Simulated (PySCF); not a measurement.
## Core-level binding energies of (F3Si)2S

Species: (F3Si)2S.
Geometry (PBE0-D3(BJ)/def2-SVP, Å), atoms numbered from 1 in this order:
```xyz
9
F6SSi2 angstrom
Si     1.4636   -0.2391    0.6184
F      1.4607   -1.0131   -0.7787
F      2.8985    0.4095    0.8618
F      1.2040   -1.3074    1.7710
S      0.0402    1.3178    0.6233
Si    -1.4309    0.3705   -0.5558
F     -1.1731    0.5523   -2.1167
F     -1.4935   -1.1940   -0.2421
F     -2.8368    1.0339   -0.2070
```

Theory: PySCF 2.14.0, delta-SCF UKS SCAN, pcX-2 on the ionised atom, pcseg-1 elsewhere, spin-free X2C. These are vertical core ionisation energies against the vacuum level, from separate self-consistent calculations with and without the core hole.

**Question.** List the computed XPS lines with their assignment.

**Answer.** 
```
atom(s)  bonded to     level  binding energy (eV)  2p1/2 (eV)  count
Si1/Si6  3 F and S  Si 2p3/2               111.14      111.76      2
Si1/Si6  3 F and S     Si 1s              1851.52           –      2
F2 (×6)         Si      F 1s               694.05           –      6
     S5       2 Si      S 1s              2478.70           –      1
```

**Question.** Which photon energy gives electrons from Si 1s of Si1/Si6 a kinetic energy of 200 eV, and what is their de Broglie wavelength?

**Answer.** hν = 1851.52 + 200 = 2051.52 eV, recoil neglected; λ = 12.264 Å/√(E/eV) = 0.87 Å.

**Question.** What is the longest wavelength that can ionise Si 1s of Si1/Si6 vertically?

**Answer.** λ = hc/E = 12398.42 eV Å / 1851.52 eV = 6.696 Å.

Topologically equivalent atoms share the value of their first member; where this conformer doesn't relate them by symmetry, their own values could differ. Not every level is listed. Spin–orbit and ligand-field terms were added within each 2p shell after the spin-free SCF. 2p1/2 minus 2p3/2 (ligand field included): Si 0.63 eV. Isolated species at its PBE0-D3(BJ)/def2-SVP geometry, gas phase.

On an Arm Neoverse V2 with one thread, shared host with 32 logical CPUs at a one-minute load of 9.3, this took 22 s and 0.60 GiB of memory at its peak.
